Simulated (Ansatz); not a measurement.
`CO[SiH2]F` → CH₃OH + `F[SiH]` at 500 K and 1 bar (silylene formation by 1,1-elimination).

Computed with Ansatz on PBE0-D4/def2-TZVP structures; ΔE is electronic, products minus reactants. CBS: MP2 limit from def2 TZ/QZ plus the TZ coupled-cluster correction, frozen cores. This one scheme is used for every species. Each species was taken in one conformer, which may not be the lowest.

| species | CCSD(T)/CBS energy (Eh) | H − E (kJ/mol) | S (J/(mol·K)) |
| --- | --- | --- | --- |
| `CO[SiH2]F` | -505.20189 | 202.7 | 369.3 |
| CH₃OH | -115.61712 | 157.0 | 265.4 |
| `F[SiH]` | -389.46371 | 40.7 | 260.3 |

H − E and S are ideal-gas, rigid-rotor, harmonic terms from PBE0-D4/def2-TZVP, for one conformer and one mirror image of each species. 1 Eh = 2625.50 kJ/mol, R = 8.31446 J/(mol·K).

Problem. By hand: ΔE, ΔH, ΔS and ΔG.

Solution. ΔE = (-115.61712) + (-389.46371) − (-505.20189) = 0.12106 Eh = 317.8 kJ/mol. Δ(H − E) = 157.0 + 40.7 − 202.7 = -5.0, so ΔH = 312.8 kJ/mol. ΔS = 265.4 + 260.3 − 369.3 = 156.4 J/(mol·K). ΔG = 312.8 − 500 × (156.4)/1000 = 234.6 kJ/mol.

Problem. By hand: the equilibrium constant, and the temperature at which ΔG would vanish if ΔH and ΔS stayed fixed.

Solution. log₁₀ K = −ΔG/(RT ln 10) = -24.5. ΔG = 0 at ΔH/ΔS = 2000 K.

The number of gas molecules changes by +1, which sets the sign of ΔS. A doubt of 5 kJ/mol in ΔE shifts log₁₀ K by 0.5 here. Other conformers and mirror images would add mixing entropy, several J/(mol·K) or more a flexible species. These are equilibria of isolated gas molecules and say nothing of rates. Largest T1 diagnostic: 0.015 (customary marks: 0.02 for closed shells, 0.045 for open ones).
